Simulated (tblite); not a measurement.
Q: Give a GFN2-xTB geometry of InChI=1S/C9H7ClS3/c1-11-9-5-3-7(13-9)6-2-4-8(10)12-6/h2-5H,1H3.

A: 
```xyz
20
C9H7ClS3 angstrom
C     -3.8623   -0.4509   -1.5912
S     -3.6937   -1.2765    0.0160
C     -2.0303   -0.9247    0.4062
C     -1.3947   -1.2850    1.5631
C     -0.0562   -0.8693    1.6008
C      0.3422   -0.1926    0.4766
C      1.6157    0.3704    0.1754
C      2.0178    1.0078   -0.9696
C      3.3552    1.4423   -0.9323
C      3.9664    1.1340    0.2443
Cl     5.5807    1.4798    0.6847
S      2.9125    0.2984    1.3406
S     -0.9702   -0.0612   -0.6651
H     -3.6304    0.6045   -1.4829
H     -4.8960   -0.5804   -1.8937
H     -3.1967   -0.9165   -2.3125
H     -1.8846   -1.8263    2.3511
H      0.6075   -1.0568    2.4260
H      1.3655    1.1567   -1.8117
H      3.8465    1.9571   -1.7372
```

Any rigid rotation of these coordinates is as good. Atoms count from 1 in this order. The 5-membered ring C3–C4–C5–C6–S13 has internal angles of 91.0° to 113.7° (sum 540°, against 540° for a flat polygon); it is planar, 0.00 Å rms from its mean plane, widest ring torsion 0°. Of the pairs four or more bonds apart, S13···H14 is among the closest relative to their van der Waals radii: 2.86 Å, 95 % of the sum of Bondi's values. The 6 C–S bonds span 1.735 Å (C10–S12, aromatic) to 1.815 Å (C1–S2, drawn single), a spread of 0.080 Å. S13 (thiophene-type sulfur) is bent (angle 91.0°).

Bonds between heavy atoms (Å): C1–S2 1.815, S2–C3 1.744, C3–C4 1.368, C4–C5 1.402, C5–C6 1.371, C6–C7 1.425, C7–C8 1.371, C8–C9 1.407, C9–C10 1.361, C10–Cl11 1.709, C10–S12 1.735, C6–S13 1.744, C3–S13 1.737, C7–S12 1.745.

The geometry is computed with GFN2-xTB (gas phase).

Point group: near Cs, missed by 0.21 Å at most; the miss may be what the optimiser left on a soft mode. Its GFN2-xTB frequencies are all real (lowest 29 cm⁻¹). The numbers are those of one conformer (C1–S2–C3–C4 177°, C5–C6–C7–C8 178°). 3 starts were optimised and ended at 0.00, 1.01 and 1.27 kcal/mol (GFN2-xTB); the lowest of these is shown.

On one thread, Arm Neoverse V2 (aarch64), shared host, this took 1.5 s wall. That covers the optimisation of the geometry.
